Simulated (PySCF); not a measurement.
Two-dimensional NMR puzzle

Compound of formula C₇H₉F₃N₂. Correlations simulated from computed shifts and the bond graph:

HSQC (one-bond C–H):
```tsv
δH	δC
7.38	144.5
4.57	54.8
2.40	10.9
2.22	11.3
```

HMBC (two and three bonds, from the bond graph):
```tsv
δH	δC
7.38	140.7, 120.7, 11.3
4.57	140.7, 133.1
2.40	140.7, 120.7
2.22	144.5, 140.7, 120.7
```

Carbons without hydrogens: δ 140.7, 133.1, 120.7.

Computational details: structure optimised with GFN2-xTB, NMR shieldings at PBE0/pcSseg-1/GIAO, in PySCF 2.14 (one averaged value for each set of equivalent atoms, one conformer, no solvent, non-relativistic Hamiltonian).

Shifts are taken against calculated references (same method and geometry level): 1H and 13C vs TMS.

Exchangeable hydrogens are left out of these lists.

Work out the connectivity.

Answers

`c1(C)c(C)cnn1CC(F)(F)F`.

Structure with atom numbers: `[CH3:1][c:2]1[cH:3][n:4][n:5]([CH2:6][C:7]([F:8])([F:9])[F:10])[c:11]1[CH3:12]` (H(Xn): hydrogen on atom n).

δC 144.5 is C3, an aromatic CH next to a ring nitrogen (δH 7.38). δC 140.7 is C11, a substituted aromatic carbon next to a ring nitrogen. δC 133.1 is C7, a CF3 carbon. δC 120.7 is C2, a substituted aromatic carbon. δC 54.8 is C6, an sp3 CH2 bonded to N (δH 4.57). δC 11.3 is C1, a methyl carbon on an aromatic ring (δH 2.22). δC 10.9 is C12, a methyl carbon on an aromatic ring (δH 2.40). HMBC from δH 7.38 reaches the proton-free carbons C11, C2. HMBC from δH 4.57 reaches the proton-free carbons C11, C7. HMBC from δH 2.40 reaches the proton-free carbons C11, C2. HMBC from δH 2.22 reaches the proton-free carbons C11, C2.

This is the structure that produced the data.

Shifts are as computed. Against solution values, carbons near 30 ppm lie about +3 ppm off and those near 130 ppm about +5 ppm. Of 1211 compounds with measured shifts, 218 miss one by over three times the rms of a fit or turn the order of signals round; such compounds aren't used in these exercises.
